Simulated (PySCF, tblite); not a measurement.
Isomers of CH8F3PSi3. Level: GFN2-xTB in tblite, geometry and Hessian alike; calculated harmonic values, unscaled, isolated species. This tight-binding method is rough: wavenumbers can miss measured ones by several per cent, in bad cases by 10 to 20. Modes of hydrogen on phosphorus and silicon can be 10 to 20 % off. One conformer each.

Electronic energies: PBE0/pcSseg-1 single points on the GFN2-xTB geometries (PySCF, gas phase).

```tsv
SMILES	electronic energy, lowest = 0 (kJ/mol)
FC(F)(F)[SiH2][SiH2]P[SiH3]	508.4
F[Si](F)(F)[Si@@H](P)C[SiH3]	0.0
FC(F)(F)[SiH2]P([SiH3])[SiH3]	473.7
```

How do GFN2-xTB zero-point energies change the relative energies?

```csv
SMILES,ZPE (kJ/mol),of it from modes above 1550 cm⁻¹,electronic (kJ/mol),"with ZPE, lowest = 0 (kJ/mol)",lowest mode (cm⁻¹),rings
F[Si](F)(F)[Si@@H](P)C[SiH3],224.8,116.7,0.0,0.0,10,0
FC(F)(F)[SiH2]P([SiH3])[SiH3],208.9,109.0,473.7,457.7,19i,0
FC(F)(F)[SiH2][SiH2]P[SiH3],208.0,107.6,508.4,491.6,16,0
```

The zero-point energies span 16.8 kJ/mol, from `FC(F)(F)[SiH2][SiH2]P[SiH3]` to `F[Si](F)(F)[Si@@H](P)C[SiH3]`. Slightly imaginary modes are left out of the zero-point energy: `FC(F)(F)[SiH2]P([SiH3])[SiH3]` 19.3i cm⁻¹. The order is unchanged.

And how do the electronic energies of GFN2-xTB itself compare?

`F[Si](F)(F)[Si@@H](P)C[SiH3]` 0.0; `FC(F)(F)[SiH2]P([SiH3])[SiH3]` 395.6; `FC(F)(F)[SiH2][SiH2]P[SiH3]` 448.6 kJ/mol, lowest = 0. Against the energies above, taken from the same isomer `F[Si](F)(F)[Si@@H](P)C[SiH3]`, the largest difference is 78.1 kJ/mol.
